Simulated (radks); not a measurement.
All-electron atom: Cl in [Ne] 3s2 3p4 3d1 (not the ground configuration).

All-electron calculation, scalar-relativistic Kohn-Sham, BP86, spin-unpolarised, spherical densities, point nucleus. Program: a radial shooting solver on a logarithmic mesh with Libxc functionals.

Energy parts (eV):
| part | energy |
|---|---|
| total | -12550.648 |
| kinetic | 12607.565 |
| electron-nucleus | -29809.106 |
| Hartree | 5413.678 |
| exchange-correlation | -762.785 |

Orbitals (lengths in bohr, moments of r in powers of bohr; <r^-3> diverges for s and p1/2; r(max) is where P^2 peaks):
orbital,occ.,eigenvalue (eV),<1/r>,<r^-3>,r(max)
1s,2,-2761.206,16.68,-,0.05945
2s,2,-260.9632,3.309,-,0.3616
2p,6,-199.9206,3.208,102.6,0.3015
3s,2,-27.4148,0.9258,-,1.266
3p,4,-14.8127,0.7905,8.569,1.392
3d,1,-0.6676,0.2002,0.05727,6.608

The highest occupied level is 3d at -0.668 eV. Summed over all electrons, <r^2> = 95.86 bohr^2, which gives a Langevin (diamagnetic) susceptibility term of -75.9 x 10^-6 cm^3/mol. The density falls to 0.001 e/bohr^3 at r = 3.84 bohr.
